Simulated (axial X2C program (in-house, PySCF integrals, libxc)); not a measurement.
## Working with the constants of BI⁻

A bond curve at the PBE0 level, 2c, was computed with an in-house relativistic program for diatomic molecules (basis I dyall-acv3z [12s13p9d5f1g], B dyall-av3z [8s7p3d2f] (cores contracted in-house)) for the state Ω = 1/2 (⟨Sz⟩ = -0.50, ⟨Lz⟩ = 1.00 at PBE0). Its fit gives Re = 2.3543 Å, ωe = 346.3 cm⁻¹, ωexe = 3.17 cm⁻¹ and αe = 3.863e-03 cm⁻¹; the masses are 126.9045 and 11.0093 u. Two-component means X2C with spin–orbit coupling and atomic mean-field Coulomb and Gaunt terms.

Q: Find the reduced mass, Be and the force constant.

A: From the PBE0 values: μ = 10.1305 u. Be = 16.8576/(μ Re²) = 0.3002 cm⁻¹. k = 5.8918×10⁻⁷ μ ωe² = 0.716 mdyn/Å.

Q: Estimate De from a Morse curve and compare with the computed well depth of 1.182 eV to I- + B.

A: De(Morse) = ωe²/(4ωexe) = 1.173 eV against 1.182 eV computed, a ratio of 0.99. For De the Morse form works well here.

Q: A Morse curve ties αe to the other constants (Pekeris). How well does that hold?

A: αe(Morse) = 6Be²/ωe × (√(ωexe/Be) − 1) = 3.513e-03 cm⁻¹; the PBE0 curve gives 3.863e-03 cm⁻¹, a ratio of 0.91.

Q: Estimate the centrifugal constant by the Kratzer relation.

A: D = 4Be³/ωe² = 9.03e-07 cm⁻¹.

Q: Where do the fundamental and the first overtone lie?

A: ν(1←0) = ωe − 2ωexe = 340.0 cm⁻¹; ν(2←0) = 2ωe − 6ωexe = 673.6 cm⁻¹.

The state is a single determinant with fixed occupations, the lowest that a limited PBE0 search found. De is counted from the lowest determinant-based energies of the atoms at the same level, without counterpoise correction. Density functionals use the spin component along the axis (collinear). In 2c an atomic determinant is not the ground J level, so De misses part of the atomic spin–orbit lowering. This holds for PBE0. Without a current term, density functionals place determinants with orbital angular momentum somewhat too high. The highest occupied level of some functionals is positive through self-interaction error; at Hartree–Fock it is bound.
